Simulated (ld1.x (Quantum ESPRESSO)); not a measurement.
# Ranking ultrasoft potentials for Ni

All share these settings but for the change named:

* Element: Ni
* Generator: ld1.x (Quantum ESPRESSO) 7.5
* Type: ultrasoft
* Functional: LDA (PZ)
* Relativity: scalar-relativistic
* Frozen core: [Ar]
* Valence charge: 10
* Reference configuration: 3d8 4s0 4p0 (charge +2)
* Partial waves: 4s (bound, empty): rcut 1.70, rcutus 1.95 bohr; 4s channel at 2.45 Ry: rcut 1.70, rcutus 1.95 bohr; 4p (bound, empty): rcut 1.60, rcutus 1.85 bohr; 4p channel at 1.25 Ry: rcut 1.60, rcutus 1.85 bohr; 3d (bound): rcut 0.80, rcutus 1.05 bohr; 3d channel at -0.45 Ry: rcut 0.80, rcutus 1.05 bohr
* Local potential: all-electron potential smoothed inside 1.80 bohr (lloc = -1)
* Core correction: Bessel-smoothed model core inside 1.05 bohr
* Augmentation charge: PSQ, inside the norm-conserving radii

Cutoff: the first of the cutoffs (Ry, on a coarse ladder) from which the occupation-weighted sum of valence levels, in a spherical-Bessel basis at the reference potential, stays within 10 and 1 mRy of its value at 400 Ry; the density cutoff is not measured.

The base gives 140 Ry.

Of 10 variants that were run, those that failed, showed a ghost or another fault, or gave nearly equal values are left out.

**Question.** Rank these variants from softest to hardest (loose cutoff).
A. waves 3d (bound): rcut 0.80, rcutus 0.86 bohr; 3d channel at -0.45 Ry: rcut 0.80, rcutus 0.86 bohr
B. waves 3d (bound): rcut 0.80, rcutus 1.26 bohr; 3d channel at -0.45 Ry: rcut 0.80, rcutus 1.26 bohr
C. waves 3d (bound): rcut 0.80, rcutus 1.40 bohr; 3d channel at -0.45 Ry: rcut 0.80, rcutus 1.40 bohr
D. waves 3d (bound): rcut 0.62, rcutus 0.66 bohr; 3d channel at -0.45 Ry: rcut 0.62, rcutus 0.66 bohr
E. waves 3d (bound): rcut 0.80, rcutus 1.16 bohr; 3d channel at -0.45 Ry: rcut 0.80, rcutus 1.16 bohr

**Answer.** C (55 Ry), B (70 Ry), E (90 Ry), A (200 Ry), D (260 Ry).
